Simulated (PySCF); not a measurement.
B3LYP has the VWN-RPA correlation part, as in Gaussian. Delta-SCF ions had no search for a lower state. Excitations are Tamm–Dancoff values on a coarser integration grid. The basis has no diffuse functions, so Rydberg states are missing or too high.

Cartesian coordinates (Å):
```xyz
10

Al    -0.0467     0.1080     0.0492
F      0.0176    -0.7935     1.4566
F     -1.3500    -0.1197    -0.9717
F      0.5958     1.6409     0.0977
C      0.9630    -1.5117    -2.2137
O      1.2267    -0.9975    -0.8894
H      1.9063    -1.8518    -2.6623
H      0.5438    -0.6817    -2.7927
H      0.2269    -2.3269    -2.1696
H      1.5550    -1.6858    -0.2883
```
Charge 0, spin multiplicity 1.

Task: Predict the vertical ionisation energy (Delta-SCF), T1 excitation (TDA) and S1 excitation (TDA) from B3LYP-D3(BJ)/def2-TZVP // B3LYP-D3(BJ)/def2-SVP (PySCF).

Result: 
```json
{
  "vertical ionisation energy (Delta-SCF)": "12.54 eV",
  "T1 excitation (TDA)": "7.80 eV",
  "S1 excitation (TDA)": "8.22 eV"
}
```
